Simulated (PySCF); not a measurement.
Electron correlation in Ge⁺ (germanium, charge +1)

[Ar] 3d10 4s2 4p1, 2P determinant. All numbers are calculated (PySCF 2.14, no relativity, point nucleus, in def2-TZVP (6s5p4d1f, 48 functions)). Frozen: [Ar] 3d10; 3 electrons correlated.

MP2 pair energies summed by pair of shells (mhartree):

```csv
pair,energy,share (%)
4s-4s,-21.13,56.5
4s-4p,-16.25,43.5
```

Total MP2 correlation energy: -37.38 mhartree.

Same-spin part -2.50 and opposite-spin part -34.88 mhartree; SCS-MP2 scales them by 1/3 and 6/5 to -42.69 mhartree.

```
  level  correlation energy (mhartree)
   CCSD                         -51.25
    (T)                          -0.80
CCSD(T)                         -52.05
```

Diagnostics: T1 = 0.011, D1 = 0.0246, largest double amplitude 0.098.

Cost of the coupled-cluster step: 0.45 s of wall time on 1 thread of Neoverse-V2 (shared host), for 3 correlated electrons.
